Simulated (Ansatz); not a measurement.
Basis-set series for CH3BN2. The species carries charge 0 and has multiplicity 1. The bonds changed during the relaxation, so this is another structure than the one it started from. The geometry is a stationary point of PBE0-D4/def2-TZVP.

```xyz
7

B     0.6908    0.1386   -0.6506
N     1.1823   -0.4166    0.6096
C    -0.1027   -0.3585    0.7908
N    -0.7063   -0.3522   -0.4797
H     1.1218    0.9850   -1.3652
H    -0.6492   -0.2083    1.7265
H    -1.5367    0.2121   -0.6314
```

```csv
functional,basis,functions,energy (Eh),HOMO (eV),LUMO (eV)
PBE0-D4,def2-TZVPP,166,-174.09838,-7.59,-0.93
PBE0-D4,def2-QZVPP,318,-174.10854,-7.63,-0.98
ωB97M-V,def2-TZVPP,166,-174.24218,-9.86,1.14
ωB97M-V,def2-QZVPP,318,-174.25164,-9.90,1.00
```

(1) Give the rows for def2-SVP. (Estimate.)

Answers

(1) Ansatz gave: 
| functional | basis | functions | energy (Eh) | HOMO (eV) | LUMO (eV) |
| --- | --- | --- | --- | --- | --- |
| PBE0-D4 | def2-SVP | 71 | -173.90210 | -7.39 | -0.79 |
| ωB97M-V | def2-SVP | 71 | -174.03844 | -9.64 | 1.43 |

Positive LUMOs are unbound and depend on the basis.
